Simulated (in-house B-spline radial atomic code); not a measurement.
## Mo II (Mo+): [Kr] 4d5

All numbers are computed (non-relativistic LC-wPBE, spin-polarised, spherical fractional occupations, exact exchange averaged over the configuration; point nucleus) with a radial B-spline atomic code at the basis-set limit, not measured.

Z_r = [3n² - l(l+1)]/(2<r>); Z_e = n√(-2ε); the last column is Slater's effective charge. Values are occupation-weighted means over spin.

| shell | electrons | ε (eV) | <r> (bohr) | Z_r | Z_e | Slater |
| --- | --- | --- | --- | --- | --- | --- |
| 1s | 2 | -19337 | 0.0363 | 41.32 | 37.70 | 41.70 |
| 2s | 2 | -2694.7 | 0.1587 | 37.81 | 28.15 | 37.85 |
| 2p | 6 | -2482.5 | 0.136 | 36.76 | 27.02 | 37.85 |
| 3s | 2 | -466.77 | 0.4406 | 30.64 | 17.57 | 30.75 |
| 3p | 6 | -385.18 | 0.4357 | 28.69 | 15.96 | 30.75 |
| 3d | 10 | -235.77 | 0.4146 | 25.33 | 12.49 | 20.85 |
| 4s | 2 | -72.619 | 1.142 | 21.02 | 9.24 | 14.25 |
| 4p | 6 | -48.994 | 1.255 | 18.32 | 7.59 | 14.25 |
| 4d | 5 | -15.649 | 1.814 | 11.58 | 4.29 | 4.60 |

The least bound orbital is 4d up at -15.65 eV, and it is also the most diffuse (<r> = 1.814 bohr).
